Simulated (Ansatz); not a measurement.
CH5AlClFSi, relaxed with RKS PBE0-D4/def2-TZVP in the Gaussian-basis code of Ansatz from a PBE-D4/def2-SVP geometry. The force threshold is 0.005 eV/Å; the program also tests the step.

Total charge 0; spin multiplicity 1. The bonds changed during the relaxation, so this is another structure than the one it started from.

Start:

```xyz
10

F    -1.538    2.180   -1.128
Si   -0.641    1.429    0.026
C    -0.477   -0.407   -0.262
Al    1.034   -1.457    0.515
Cl    0.561   -0.771   -1.807
H    -1.356    1.589    1.339
H     0.715    2.064    0.036
H    -1.429   -0.953   -0.409
H     0.842   -3.035    0.629
H     2.289   -0.638    1.059
```

| step | energy (eV) | largest force (eV/Å) | largest move (Å) |
| --- | --- | --- | --- |
| 1 | -30822.1504 | 1.189 | 0.000 |
| 2 | -30822.1986 | 0.710 | 0.033 |
| 3 | -30822.2145 | 0.081 | 0.030 |
| 4 | -30822.2151 | 0.019 | 0.007 |
| 5 | -30822.2152 | 0.009 | 0.003 |
| 6 | -30822.2153 | 0.005 | 0.003 |
| 7 | -30822.2153 | 0.004 | 0.006 |

End:

```xyz
10

F    -1.498    2.138   -1.115
Si   -0.639    1.414    0.027
C    -0.472   -0.400   -0.258
Al    1.027   -1.444    0.500
Cl    0.547   -0.756   -1.769
H    -1.360    1.588    1.312
H     0.698    2.048    0.047
H    -1.406   -0.945   -0.395
H     0.828   -3.006    0.617
H     2.276   -0.637    1.033
```

It took 30 s on 4 threads of an Arm Neoverse V1 on a shared host, with 0.59 GiB of host memory at the peak.
